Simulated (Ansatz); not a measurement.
Isomers of CH₅BOSi, relaxed with PBE0-D4/def2-TZVP in Ansatz; electronic energies, one conformer each and not always the lowest. Functionals use def2-TZVPP; CBS adds triple-zeta CCSD(T) − MP2 to the MP2 limit of def2-TZVPP and def2-QZVPP.

Q: Order them by energy at frozen-core CCSD(T)/CBS, lowest first. (An estimate is asked.)
A. `O=CB[SiH3]`
B. `B1OC[SiH2]1`
C. `B[SiH2]C=O`
D. `[SiH3]C1BO1`
E. `B[SiH]1CO1`
F. `CB1O[SiH2]1`
G. `B1CO[SiH2]1`

A: F (0.0 kcal/mol), B (29.1 kcal/mol), D (36.3 kcal/mol), G (42.9 kcal/mol), E (59.1 kcal/mol), A (62.1 kcal/mol), C (68.0 kcal/mol).

Q: How do PBE0-D4, B3LYP, PBE-D4, ωB97M-V place them (kcal/mol, against `CB1O[SiH2]1`)? (Best estimate.)

A: Ansatz gave: 
```tsv
isomer	PBE0-D4	B3LYP	PBE-D4	ωB97M-V
`[SiH3]C1BO1`	36.9	35.8	36.4	35.9
`B[SiH2]C=O`	68.7	64.9	66.7	69.0
`B[SiH]1CO1`	58.8	58.5	57.4	60.3
`B1OC[SiH2]1`	28.8	30.1	29.1	29.5
`O=CB[SiH3]`	61.9	59.0	58.6	62.9
`B1CO[SiH2]1`	42.8	43.9	44.7	43.1
```

B3LYP here is the variant with VWN-RPA as its local correlation; programs differ in this.
